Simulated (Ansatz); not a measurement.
Basis-set extrapolation for C3H10AlN (PBE0-D4/def2-TZVP geometry, frozen core, Ansatz). Multiplicity 1, RHF reference.

```tsv
	def2-TZVPP	def2-QZVPP
HF	-415.883136	-415.898569
MP2 correlation	-0.833934	-0.888064
CCSD(T) correlation	-0.922425	not run
```

Energies in hartree. Use E(X) = E(∞) + A·exp(−7.88·√X) for Hartree–Fock and E(X) = E(∞) + B·X^(−2.97) for correlation, with X = 3 and 4, and add CCSD(T) minus MP2 of the smaller set to the MP2 limit.

Question: What is the CCSD(T) energy at the basis-set limit?

Answer: HF limit: -415.898569 + (-0.015433) × 0.13774 = -415.90069. MP2 limit: -0.888064 + (-0.054130) × 0.74074 = -0.92816. Higher-order term: -0.922425 − (-0.833934) = -0.08849. Total: -416.91734 hartree, 293.5 kJ/mol below CCSD(T)/def2-TZVPP.
